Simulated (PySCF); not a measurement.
Polarisability and C₆ of As (arsenic, neutral)

[Ar] 3d10 4s2 4p3, high-spin 4S determinant. Computed with PySCF 2.14 in aug-cc-pVDZ-DK (6s5p3d, 36 functions), with the spin-free X2C one-electron Hamiltonian (Gaussian nucleus). Coupled (time-dependent) response in atomic units; α is the mean over directions. A double-zeta set is small for polarisabilities.

| method | mean α (bohr³) | C₆ (like pair) | S(−4) |
| --- | --- | --- | --- |
| UHF | 29.15 | 247.7 | 227.2 |
| PBE | 31.09 | 263.9 | 300.9 |
| PBE0 | 30.05 | 254.3 | 263.7 |
| B3LYP | 30.21 | 253.9 | 277.6 |

S(−4) is the Cauchy moment in α(ω) = α(0) + S(−4) ω² + …

Reference α: 30 ± 1 bohr³ (recommended; Schwerdtfeger and Nagle, table of static dipole polarizabilities (2023 update)). Published C₆: 246.0 (Chu and Dalgarno (2004); Tang, Norbeck and Certain (1976)).

α(iu) at PBE:

```
u (hartree)  α(iu) (bohr³)
          0          31.09
     0.0500          30.36
      0.100          28.45
      0.200          23.22
      0.300          18.22
      0.500          11.18
      0.750          6.545
       1.00          4.200
       1.50          2.111
       2.00          1.257
       3.00         0.5892
       5.00         0.2206
```
